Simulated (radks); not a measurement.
Removal energies from the erbium ion Er4+, [Xe] 4f10, by Delta-SCF beside the eigenvalue of the level emptied. All-electron calculation, scalar-relativistic Kohn-Sham, PBEsol, spin-polarised, spherical densities, finite nucleus; Fermi nuclear charge, rms radius of each element as measured or else 0.836 A^(1/3) + 0.57 fm. Program: a radial shooting solver on a logarithmic mesh with Libxc functionals. Open shells are filled with parallel spins first.

removed from     final configuration  Delta-SCF (eV)  -eigenvalue (eV)
4f                          [Xe] 4f9          65.394            54.341
5p            [Kr] 4d10 4f10 5s2 5p5          78.223            70.867
5s            [Kr] 4d10 4f10 5s1 5p6          106.58            98.440
4d             [Kr] 4d9 4f10 5s2 5p6          230.31            218.25
